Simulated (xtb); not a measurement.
bromine (Br2), singlet, geometry from GFN2-xTB. Base run: xtb with GFN2-xTB.

Geometry (Å):
```xyz
2

Br     0.0000     0.0000    -1.1406
Br     0.0000     0.0000     1.1406
```
All else is at xtb's defaults.
Base energy -8.17340 Eh.

Each row names what was changed in the base input (with any setting that the change needs).

```
change         ΔE vs base (kJ/mol)  HOMO-LUMO gap (eV)  G_solv (kcal/mol)  SCF cycles
-------------  -------------------  ------------------  -----------------  ----------
base                          0.00                2.58                  -           8
file = coord                  0.00                2.58                  -           8
alpb = thf                   -9.10                2.58              -2.18           8
acc = 1000                    0.00                2.58                  -           5
etemp = 10000                  [?]                 [?]                  -           7
acc = 30                      0.00                2.58                  -           7
acc = 0.0001                  0.00                2.58                  -          10
gbsa = thf                  -10.83                2.58              -2.59           8
acc = 0.1                     0.00                2.58                  -           8
```

What belongs in the gaps?


- etemp = 10000, ΔE vs base (kJ/mol): -104.1
- etemp = 10000, HOMO-LUMO gap (eV): 2.66

ALPB and GBSA are two models with their own fitted parameters for each solvent, which aren't always the measured dielectric constant.
